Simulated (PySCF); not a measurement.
PySCF input (PBE/pcseg-0):

```python
import numpy as np, basis_set_exchange as bse
from pyscf import gto, scf, dft, df, tdscf

basis = {'N': gto.basis.parse(bse.get_basis('pcseg-0', elements=['N'], fmt='nwchem')), 'P': gto.basis.parse(bse.get_basis('pcseg-0', elements=['P'], fmt='nwchem'))}
mol = gto.M(
    atom='''
    N    -0.00000000   -0.00000000   -1.01096879
    P     0.00000000    0.00000000    0.47178544
    ''',
    basis=basis,
    charge=0,
    verbose=4,
    max_memory=1839,
)
mf = dft.RKS(mol, xc='pbe')
mf.grids.level = 3
mf = mf.density_fit(auxbasis=df.autoaux(mol))
mf.conv_tol = 1e-9
mf.max_cycle = 100
print('smallest overlap eigenvalue', np.linalg.eigvalsh(mol.intor('int1e_ovlp'))[0])
mf.kernel()
dip = mf.dip_moment()
td = tdscf.TDA(mf)
td.nstates = 4
td.kernel()
td.analyze()
osc = td.oscillator_strength()
```

Output:

```
PySCF version 2.14.0

[INPUT] verbose = 4
[INPUT] num. atoms = 2
[INPUT] num. electrons = 22
[INPUT] charge = 0
[INPUT] spin (= nelec alpha-beta = 2S) = 0
[INPUT] symmetry False subgroup None
[INPUT] Mole.unit = angstrom
[INPUT] Symbol           X                Y                Z      unit          X                Y                Z       unit  Magmom
[INPUT]  1 N      0.000000000000   0.000000000000  -1.010968790000 AA    0.000000000000   0.000000000000  -1.910454133583 Bohr   0.0
[INPUT]  2 P      0.000000000000   0.000000000000   0.471785440000 AA    0.000000000000   0.000000000000   0.891545271157 Bohr   0.0

nuclear repulsion = 37.4732413655633
number of shells = 12
number of NR pGTOs = 42
number of NR cGTOs = 22
basis = {'N': [[0, [653.283, 0.0205664], [98.61, 0.143088], [22.0574, 0.5], [5.82324, 0.630731]], [0, [0.637084, 1.0]], [0, [0.199637, 1.0]], [1, [6.32227, 0.125145], [1.28076, 0.5]], [1, [0.27895, 1.0]]], 'P': [[0, [7988.59, 0.00570561], [1201.92, 0.0427117], [273.16, 0.192333], [76.2651, 0.5], [23.8568, 0.459671]], [0, [3.50612, 0.5], [1.26862, 0.253998]], [0, [0.300248, 1.0]], [0, [0.109046, 1.0]], [1, [113.07, 0.0284202], [26.1164, 0.172025], [7.77596, 0.46274], [2.43758, 0.5]], [1, [0.576173, 1.0]], [1, [0.152687, 1.0]]]}
ecp = {}
ETB for P: l = 0, exps = 0.218092 * 1.8^n , n = 0..16
ETB for P: l = 1, exps = 0.261733 * 1.8^n , n = 0..13
ETB for P: l = 2, exps = 0.305374 * 1.8^n , n = 0..9
ETB for N: l = 0, exps = 0.399274 * 1.8^n , n = 0..13
ETB for N: l = 1, exps = 0.478587 * 1.8^n , n = 0..10
ETB for N: l = 2, exps = 0.5579 * 1.8^n , n = 0..6
smallest overlap eigenvalue 0.03823121155785445

******** <class 'pyscf.df.df_jk.DFRKS'> ********
method = DFRKS
initial guess = minao
damping factor = 0
level_shift factor = 0
DIIS = <class 'pyscf.scf.diis.CDIIS'>
diis_start_cycle = 1
diis_space = 8
diis_damp = 0
SCF conv_tol = 1e-09
SCF conv_tol_grad = None
SCF max_cycles = 100
direct_scf = False
XC library pyscf.dft.libxc version 7.1.2
    S. Lehtola, C. Steigemann, M. J. T. Oliveira, and M. A. L. Marques,  SoftwareX 7, 1–5 (2018)
XC functionals = pbe
    J. P. Perdew, K. Burke, and M. Ernzerhof,  Phys. Rev. Lett. 77, 3865 (1996)
    J. P. Perdew, K. Burke, and M. Ernzerhof,  Phys. Rev. Lett. 78, 1396 (1997)
    J. P. Perdew, K. Burke, and M. Ernzerhof,  Phys. Rev. Lett. 77, 3865 (1996)
    J. P. Perdew, K. Burke, and M. Ernzerhof,  Phys. Rev. Lett. 78, 1396 (1997)
radial grids:
    Treutler-Ahlrichs [JCP 102, 346 (1995); DOI:10.1063/1.469408] (M4) radial grids

becke partition: Becke, JCP 88, 2547 (1988); DOI:10.1063/1.454033
pruning grids: <function nwchem_prune>
grids dens level: 3
symmetrized grids: False
atomic radii adjust function: <function treutler_atomic_radii_adjust>
small_rho_cutoff = 0
Set gradient conv threshold to 3.16228e-05
Initial guess from minao.
tot grids = 33088
init E= -395.362606776924
  HOMO = -0.316976884469703  LUMO = -0.114931643644134  gap/eV = 5.49793
cycle= 1 E= -395.211414305082  delta_E= 0.151  |g|= 0.51  |ddm|= 1.97
  HOMO = -0.156387722633094  LUMO = -0.0178210458738969  gap/eV = 3.77059
cycle= 2 E= -394.150974465952  delta_E= 1.06  |g|= 1.81  |ddm|= 2.66
  HOMO = -0.285912448829033  LUMO = -0.114940630812586  gap/eV = 4.65238
cycle= 3 E= -395.276783850833  delta_E= -1.13  |g|= 0.175  |ddm|= 2.33
  HOMO = -0.279238370091107  LUMO = -0.108103643126968  gap/eV = 4.65681
cycle= 4 E= -395.283135299203  delta_E= -0.00635  |g|= 0.0685  |ddm|= 0.128
  HOMO = -0.281387647547738  LUMO = -0.112384992998696  gap/eV = 4.59880
cycle= 5 E= -395.284223073249  delta_E= -0.00109  |g|= 0.0258  |ddm|= 0.053
  HOMO = -0.279417592355938  LUMO = -0.111206355794026  gap/eV = 4.57726
cycle= 6 E= -395.28437482558  delta_E= -0.000152  |g|= 0.00685  |ddm|= 0.0157
  HOMO = -0.279120846849398  LUMO = -0.11105388972568  gap/eV = 4.57333
cycle= 7 E= -395.284386909742  delta_E= -1.21e-05  |g|= 0.000217  |ddm|= 0.00592
  HOMO = -0.27912241893691  LUMO = -0.11105906995578  gap/eV = 4.57324
cycle= 8 E= -395.284386918358  delta_E= -8.62e-09  |g|= 7.21e-05  |ddm|= 0.000179
  HOMO = -0.279120461415647  LUMO = -0.111059150360822  gap/eV = 4.57318
cycle= 9 E= -395.284386919727  delta_E= -1.37e-09  |g|= 4.13e-06  |ddm|= 6.2e-05
  HOMO = -0.27912053713256  LUMO = -0.11105914431815  gap/eV = 4.57318
cycle= 10 E= -395.284386919731  delta_E= -4.09e-12  |g|= 4.97e-08  |ddm|= 3.11e-06
  HOMO = -0.279120521758448  LUMO = -0.111059135742511  gap/eV = 4.57318
Extra cycle  E= -395.284386919732  delta_E= -1.14e-13  |g|= 2.59e-07  |ddm|= 2.26e-07
converged SCF energy = -395.284386919732
Dipole moment(X, Y, Z, Debye): -0.00000,  0.00000,  2.22025

******** <class 'pyscf.tdscf.rks.TDA'> for <class 'pyscf.df.df_jk.DFRKS'> ********
nstates = 4 singlet
deg_eia_thresh = 1.000e-03
wfnsym = None
conv_tol = 1e-05
eigh lindep = 1e-12
eigh level_shift = 0
eigh max_cycle = 100
chkfile = tmpmwuhcbkw

Excitation energies (eV)
[5.37749458 5.37749458 5.71174053 6.18926387]

** Singlet excitation energies and oscillator strengths **
Excited State   1:      5.37749 eV    230.56 nm  f=0.0020
      11 -> 12       -0.70563
Excited State   2:      5.37749 eV    230.56 nm  f=0.0020
      11 -> 13        0.70563
Excited State   3:      5.71174 eV    217.07 nm  f=0.0000
       9 -> 12        0.22405
       9 -> 13       -0.44699
      10 -> 12        0.44699
      10 -> 13        0.22405
Excited State   4:      6.18926 eV    200.32 nm  f=0.0000
       9 -> 12        0.35368
       9 -> 13       -0.35341
      10 -> 12       -0.35341
      10 -> 13       -0.35368

** Transition electric dipole moments (AU) **
state          X           Y           Z        Dip. S.      Osc.
  1         0.1228      0.0173     -0.0000      0.0154      0.0020
  2         0.0173     -0.1228     -0.0000      0.0154      0.0020
  3        -0.0000     -0.0000     -0.0000      0.0000      0.0000
  4         0.0000      0.0000      0.0000      0.0000      0.0000

** Transition velocity dipole moments (imaginary part, AU) **
state          X           Y           Z        Dip. S.      Osc.
  1        -0.0617     -0.0087      0.0000      0.0039      0.0131
  2        -0.0087      0.0617     -0.0000      0.0039      0.0131
  3         0.0000      0.0000      0.0000      0.0000      0.0000
  4         0.0000     -0.0000      0.0000      0.0000      0.0000

** Transition magnetic dipole moments (imaginary part, AU) **
state          X           Y           Z
  1         0.2236     -1.5865      0.0000
  2        -1.5865     -0.2236     -0.0000
  3        -0.0000      0.0000     -0.0000
  4         0.0000     -0.0000      0.0000
```
